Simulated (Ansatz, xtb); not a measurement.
**A geometry optimisation of F2H3Si2− with r2SCAN-D4/def2-SVPD**

The starting geometry of this gas-phase singlet has its atoms placed at random.

| atom | x (Å) | y (Å) | z (Å) |
| --- | --- | --- | --- |
| F | 0.3482 | 1.1639 | -0.7520 |
| F | -1.3521 | -0.2857 | 1.4621 |
| Si | 1.7116 | 0.6178 | 0.6194 |
| Si | 0.2631 | -0.3429 | 1.6609 |
| H | 1.7153 | -0.2839 | -0.5233 |
| H | 0.2628 | 0.8761 | -0.0180 |
| H | 0.9493 | -0.8242 | 0.4373 |

One run relaxed it with r2SCAN-D4/def2-SVPD. What is a likely outcome?

It loosens into FH2Si2 + FH, which stay close as a complex (formulas without charges). Distances that change by over a tenth: F1–Si3 (2.01 → 3.25 Å), F1–H6 (0.79 → 0.97 Å), Si3–Si4 (2.03 → 2.38 Å), Si4–H7 (1.48 → 1.75 Å). Contacts that open: Si3–H6 (1.60 → 2.35 Å).

The energy falls by 6.70 eV over 20 steps:

```json
{"step": "1", "E − E(last) (eV)": "6.698"}
{"step": "3", "E − E(last) (eV)": "1.344"}
{"step": "5", "E − E(last) (eV)": "0.397"}
{"step": "7", "E − E(last) (eV)": "0.099"}
{"step": "9", "E − E(last) (eV)": "0.031"}
{"step": "12", "E − E(last) (eV)": "0.014"}
{"step": "14", "E − E(last) (eV)": "0.003"}
{"step": "16", "E − E(last) (eV)": "0.001"}
{"step": "18", "E − E(last) (eV)": "0.000"}
{"step": "20", "E − E(last) (eV)": "0.000"}
```

Final geometry (Å):

```xyz
7

F    -0.0739    2.3666   -0.6633
F    -1.0745   -1.1423    0.8678
Si    1.9428    0.0108    0.3086
Si   -0.0423   -0.0119    1.6230
H     1.3817   -1.0275   -0.6764
H     0.3101    1.6406   -0.1531
H     1.4541   -0.9153    1.5798
```

From the same start GFN2-xTB ends elsewhere, at `F[SiH-][SiH2]F`.

From so rough a start the end depends on the optimiser's path, so another program may land elsewhere. No frequencies were run, so the end isn't proven a minimum. Run with Ansatz 0.2.0, 50 s on 2 threads of Intel(R) Xeon(R) Platinum 8488C (Sapphire Rapids), with other jobs on the host.
